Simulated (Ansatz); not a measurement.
The cluster Tl₂H₂⁻. The state is a doublet with charge -1. Geometry r2SCAN-D4/def2-TZVPD; atoms count from 1.

Cartesian coordinates in Å:
```
Tl 1.246 0.834 0.489
Tl -1.394 -0.712 0.192
H -0.513 1.003 -0.659
H 0.661 -1.125 -0.022
```

In the def2 sets Tl takes a core potential; there is no spin–orbit coupling. The highest occupied level of the charge -1 doublet lies above zero (up to 0.54 eV). By energy differences its removal costs 0.93 eV (vertical, to the charge 0 singlet, at PBE0-D4/def2-TZVPD); a positive level beside a positive removal energy at the same level points to self-interaction error. The structure comes from a short search, and lower isomers may exist.

(1) Estimate the Mulliken populations from the PBE0/def2-TZVPD orbitals of Ansatz.

(2) Where does the spin sit?

(3) And the Mayer bond orders between bonded heavy atoms (over 0.3)?

## Answers

(1) 
| atom | charge (e) | spin (α − β) |
| --- | --- | --- |
| Tl1 | -0.31 | 0.54 |
| Tl2 | -0.31 | 0.54 |
| H3 | -0.19 | -0.04 |
| H4 | -0.19 | -0.04 |
Mulliken values and Mayer orders depend strongly on the basis. With diffuse functions, as here, like atoms can get unlike values, and bond orders can come out too low or too high.

(2) Summed by element: Tl 1.09, H -0.09, of 1 unpaired in all. Largest on single atoms: Tl1 0.54, Tl2 0.54, H3 -0.04.

(3) Tl1–Tl2 0.89 (3.07 Å).
